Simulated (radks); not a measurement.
Values are calculated unless marked as measured or tabulated.
The indium ion In+ inside a hard spherical wall (all orbitals vanish at R), configuration held at [Kr] 4d10 5s2 and not refilled when levels cross. Code: a radial shooting solver on a logarithmic mesh with Libxc functionals. Model: scalar-relativistic Kohn-Sham, LDA (Slater exchange, VWN5 correlation), spin-polarised, spherical densities, finite nucleus; Fermi nuclear charge, rms radius 4.6156 fm. Eigenvalues in eV for spin up, with the zero of energy where the potential of the charges vanishes at infinity; a dash marks a level that is unbound or too diffuse for the functional's potential to be trusted. A positive occupied level is held by the wall or, in an anion where self-interaction has pushed it up, behind a barrier. The pressure on the wall is -dE/dV.

| R (bohr) | E (hartree) | kinetic (hartree) | e(4s) | e(4p) | e(4d) | e(5s) | e(5p, empty) | e(6s, empty) | pressure (GPa) |
|---|---|---|---|---|---|---|---|---|---|
| free | -5876.12059 | 6122.770 | -127.03 | -85.623 | -26.263 | -15.303 | -8.692 | -3.587 | 0 |
| 15 | -5876.12059 | 6122.770 | -127.03 | -85.623 | -26.263 | -15.303 | -8.692 | -3.573 | < 0.0001 |
| 12 | -5876.12059 | 6122.770 | -127.03 | -85.623 | -26.263 | -15.303 | -8.691 | -3.475 | < 0.0001 |
| 10 | -5876.12058 | 6122.770 | -127.03 | -85.623 | -26.263 | -15.303 | -8.688 | -3.166 | 0.000178 |
| 7 | -5876.11953 | 6122.783 | -126.98 | -85.572 | -26.214 | -15.254 | -8.526 | -0.451 | 0.0901 |
| 6 | -5876.11448 | 6122.828 | -126.81 | -85.409 | -26.057 | -15.079 | -8.120 | 2.844 | 0.683 |
| 3 | -5875.05023 | 6127.956 | -117.92 | -76.747 | -17.681 | 0.557 | 13.935 | 82.764 | 537 |
| 1.5 | -5837.74538 | 6261.874 | -30.350 | 14.239 | 85.577 | 262.47 | 300.97 | 718.74 | 122000 |
